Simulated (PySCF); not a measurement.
## Correlation energy of P(3+) (phosphorus, charge +3)

[Ne] 3s2, closed-shell 1S. Calculation: PySCF 2.14, in aug-cc-pV(T+d)Z with one added diffuse shell each of s, p, d, f type (7s6p5d3f, 71 functions); the non-relativistic Hamiltonian (point nucleus). Frozen: [Ne]; 2 electrons correlated.

With two correlated electrons CCSD is exact within the correlated space (frozen core and kept virtual orbitals).

| level | correlation energy (mhartree) |
| --- | --- |
| CCSD | -49.49 |

Diagnostics: T1 = 0.0045, D1 = 0.0064, largest double amplitude 0.114.

Cost of the coupled-cluster step: about 1.5 core-seconds, for 2 correlated electrons.
